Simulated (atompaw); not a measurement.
# An all-electron radial function and its pseudo partner (Ge (Z = 32))

Columns: radius, all-electron u(r) and pseudo u(r) of the 3d shell (level -29.31 eV) of germanium in the configuration [Ar] 3d10 4s2 4p2; PBEsol, scalar-relativistic, PAW (atompaw) scheme, atompaw 4.2.0.5.

```tsv
r (bohr)	all-electron	pseudo
0.098	0.1593	0.0135
0.196	0.5564	0.0982
0.294	0.8978	0.2827
0.392	1.0896	0.5354
0.490	1.1507	0.7827
0.588	1.1264	0.9501
0.687	1.0545	1.0024
0.785	0.9621	0.9564
0.883	0.8633	0.8636
0.981	0.7663	0.7663
1.079	0.6752	0.6752
1.177	0.5920	0.5920
1.275	0.5172	0.5172
1.373	0.4508	0.4508
1.471	0.3923	0.3923
1.569	0.3409	0.3409
1.667	0.2961	0.2961
1.765	0.2569	0.2569
1.863	0.2229	0.2229
1.962	0.1929	0.1929
2.060	0.1672	0.1672
2.158	0.1448	0.1448
2.256	0.1255	0.1255
2.354	0.1086	0.1086
2.452	0.0940	0.0940
2.550	0.0814	0.0814
```

(1) How many radial nodes do the two functions have?

(2) At about which radius was the pseudo-wave matched?

(3) Is the pseudo-wave norm-conserving?

Answers

(1) The all-electron 3d function has n − l − 1 = 0; the pseudo-wave has 0.

(2) 0.95 bohr, where the columns begin to agree (steps of 0.10 bohr).

(3) No, it belongs to a PAW set: the norm inside the radius is not constrained, and the difference is carried by the augmentation charge.
